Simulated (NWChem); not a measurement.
Molecule: H₃BO₂; SMILES OBO

```xyz
6

B     -0.4792    -0.0187     0.0000
H     -1.6898    -0.0175     0.0000
O      0.1518    -1.2138     0.0000
H      1.1112    -1.1094     0.0000
O      0.2559     1.1264     0.0000
H     -0.2868     1.9193     0.0000
```
Atoms are numbered in this order, from 1.

Computed with NWChem. Medium grid unless said otherwise, to which SCAN and Minnesota functionals are sensitive. The geometry was optimised at PBE0/def2-SVP. Hybrids' shares of exact exchange are those that their runs print; pure functionals count as 0. The functionals differ in more than this share.

```
row              share of exact exchange  highest occupied level (eV)
---------------  -----------------------  ---------------------------
PBE/def2-SVP                        0.00                        -7.40
OLYP/def2-SVP                       0.00                        -7.30
B3LYP/def2-SVP                      0.20                        -8.82
MN15/def2-SVP                       0.44                       -10.03
M06-2X/def2-SVP                     0.54                     withheld
```

Q: Fit a straight line of the last column on the one before it, predict the withheld value, and compare with the run.

A: 
1. Means of the 4 shown rows: x = 0.160, y = -8.387. Slope Σ(x − x̄)(y − ȳ)/Σ(x − x̄)² = -0.8092/0.1312 = -6.168; intercept -7.401.
2. The shown rows scatter about the line by 0.114 (root mean square); the largest residual is -0.19, at B3LYP/def2-SVP.
3. At x = 0.54 (M06-2X/def2-SVP; beyond the shown range) the line gives -10.73.
4. The run gives -10.83, -0.10 from the line, 0.9 times the scatter.
